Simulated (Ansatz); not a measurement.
Z-matrix (Å, degrees):
```
C
S 1 1.820
H 1 1.089 2 111.1
H 1 1.090 2 106.3 3 118.2
H 1 1.090 2 111.7 3 -123.6
Sn 2 2.378 1 99.7 3 59.8
F 6 1.934 2 105.7 1 -63.6
C 6 2.125 2 113.5 1 47.9
H 6 1.703 2 109.4 1 -177.2
H 8 1.090 6 110.2 2 62.5
H 8 1.090 6 109.1 2 -177.0
H 8 1.089 6 109.0 2 -57.8
```

Total charge 0; spin multiplicity 1. Sn takes the def2 core potential.

Problem. List the B3LYP/def2-TZVPP orbital energies in eV (Ansatz 0.2.0). (An estimate is asked.)

Solution. Computed: Occupied: -2417.77, -669.87, -277.75, -277.24, -215.75, -160.31, -160.23, -160.10, -139.27, -94.16, -94.13, -94.06, -30.72, -28.44, -28.39, -28.32, -28.30, -27.85, -21.22, -19.37, -17.37, -13.75, -12.15, -11.98, -11.76, -11.56, -10.68, -10.34, -10.29, -9.86, -8.77, -7.98, -6.80. Lowest empty: -0.83, -0.37, 0.08, 0.58, 1.14, 1.72, 2.28, 2.37.

B3LYP here is the variant with VWN-RPA as its local correlation; programs differ in this.
